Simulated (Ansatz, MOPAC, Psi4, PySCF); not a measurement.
Species: boron oxyfluoride, BOF, net charge 0, singlet state. SMILES: O=BF
Geometry from a B3LYP-D3(BJ)/def2-TZVP (Ansatz, a quantum-chemistry and plane-wave program) optimisation:
```xyz
3

F      0.0000     0.0000    -1.1989
B      0.0000     0.0000     0.0871
O      0.0000     0.0000     1.2943
```
Charge 0, spin multiplicity 1.

Property: enthalpy of formation at 298 K, in kcal/mol. Conventions: spin-orbit terms left out; dispersion terms only where a functional's name holds one; LANL2DZ all-electron up to Ne; six Cartesian d functions in 6-31G* and its kin unless marked 5d; non-relativistic; valence correlation only; open shells spin-unrestricted; 6-311+G** with 5d. CBS marks a two-point X^-3 extrapolation of the correlation energy; Hartree-Fock from the larger set. First-principles rows: single points at B3LYP-D3(BJ) geometries (Ansatz), with unscaled harmonic terms from B3LYP/6-31G* at its own minima, enthalpies of formation by atomisation with measured atoms. Semi-empirical rows: MOPAC heats of formation at their own minima for 298 K.

Measured values: CRC Handbook, as tabulated in the package chemicals; they hold spin-orbit and core effects, anharmonicity. For O=BF (enthalpy of formation at 298 K) the tabulated value and CCSD(T)/CBS(aug-cc-pVTZ,aug-cc-pVQZ) (Ansatz) part by 7.7 kcal/mol: another conformer or state, missing terms or a fault of the table's entry are possible. 

Value to compare with, the measured value: -145.1 kcal/mol.

| level | program | enthalpy of formation at 298 K (kcal/mol) | error |
|---|---|---|---|
| PM6 | MOPAC | -143.1 | 2.0 |
| MNDO | MOPAC | -140.2 | 4.9 |
| HF/STO-3G | Ansatz | -24.0 | 121.1 |
| HF/3-21G | Ansatz | -2.6 | 142.5 |
| PBE/LANL2DZ | Ansatz | -115.4 | 29.7 |
| PBE/6-31G* | Ansatz | -155.5 | -10.4 |
| B3LYP/3-21G | Ansatz | -119.5 | 25.6 |
| B3LYP/6-31G* | Ansatz | -137.5 | 7.6 |
| B3LYP/6-31+G* | Ansatz | -130.7 | 14.4 |
| B3LYP/def2-SVP | Ansatz | -142.4 | 2.7 |
| B3LYP/6-311+G** | Ansatz | -130.7 | 14.4 |
| wB97X-D/6-31G* | Psi4 | -136.4 | 8.7 |
| MP2/6-31G* | Ansatz | -140.7 | 4.4 |
| B3PW91/6-31G* (5d) | PySCF | -136.7 | 8.4 |
| r2SCAN-D4/def2-TZVPD | Ansatz + dftd4 | -140.5 | 4.6 |
| B3LYP/def2-TZVPD | Ansatz | -135.7 | 9.4 |
| B2PLYP-D3(BJ)/def2-TZVPD | Ansatz + dftd3 | -138.0 | 7.1 |
| CCSD(T)/CBS(aug-cc-pVTZ,aug-cc-pVQZ) | Ansatz | -137.4 | 7.7 |

Among the 14 habitual levels, HF/3-21G lies farthest from the measured value (142.5 kcal/mol); 13 of 14 lie above it, and their mean absolute error is 28.3 kcal/mol, the median 9.6. One case shows no general order.

The levels are drawn from those run, B3LYP/6-31G* more often than the rest, none by its result; runs whose electronic state is in doubt are left out.
